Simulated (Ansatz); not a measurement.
Mulliken charges of Cl2HOSn, SMILES `[OH][Sn]([Cl])[Cl]` radical from PBE/def2-TZVPP in Ansatz (PBE0-D4/def2-TZVP geometry).

| atom | x (Å) | y (Å) | z (Å) | charge (e) |
| --- | --- | --- | --- | --- |
| O1 | 0.237 | 1.362 | 0.365 | -0.438 |
| Sn2 | 0.589 | -0.435 | -0.335 | 0.874 |
| Cl3 | 0.947 | -1.751 | 1.555 | -0.304 |
| Cl4 | -1.379 | -1.121 | -1.415 | -0.319 |
| H5 | -0.344 | 1.871 | -0.211 | 0.189 |

**Question.** By hand: the dipole of these point charges (1 e Å = 4.8032 D).

**Answer.** Σ q r = (0.498, 0.267, -0.514) e Å, of length 0.764 e Å = 3.67 D.

**Question.** How does the dipole of the full density compare? (Best estimate.)

**Answer.** Ansatz gave: (0.170, 0.254, -0.358) e Å, 2.26 D; the point charges give 1.62 times that, at 21° from its direction.

Point charges leave out the atoms' own dipoles, such as those of lone pairs, and Mulliken's split depends on the basis, so the two needn't agree.
